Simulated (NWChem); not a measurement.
Atomisation of F$_{3}$Si

```
Si
F 1 1.6133
F 1 1.6133 2 107.76
F 1 1.6133 2 107.77 3 116.05
```
Charge 0, spin multiplicity 2.

All runs are NWChem calculations. All single points use one geometry, from UB3LYP/def2-SVP, a minimum by its harmonic frequencies.

Basis set: def2-TZVP. The atomisation energy is electronic alone: no zero-point, thermal, spin-orbit or counterpoise terms. No value is extrapolated to the basis-set limit. Free atoms are single determinants with multiplicities F 2, Si 3. Correlated methods freeze the same cores in atoms and molecule, 8 orbitals in all.

```tsv
method	atomisation energy (kcal/mol)	relative cost
PBE0	393.6	1
B3LYP	394.9	under 3
BHandHLYP	375.2	under 3
BP86	408.3	under 3
PBE	410.1	under 3
r2SCAN	405.8	under 3
HF	296.2	under 3
MP2	416.5	5
```

The values span 120.3 kcal/mol, from HF (lowest) to MP2 (highest). Relative cost: rough, from shared machines, SCF included, PBE0 = 1. Costs are the molecule's.

B3LYP has NWChem's definition, with VWN1-RPA local correlation. The structure started from a generated list of species. The unpaired electrons of the parent sit in orbitals of symmetry a' (Cs labels of the run); other states weren't searched. The stability of the SCF solutions was not checked. Open-shell Hartree-Fock references start from PBE0 orbitals; any time given for them includes that run.
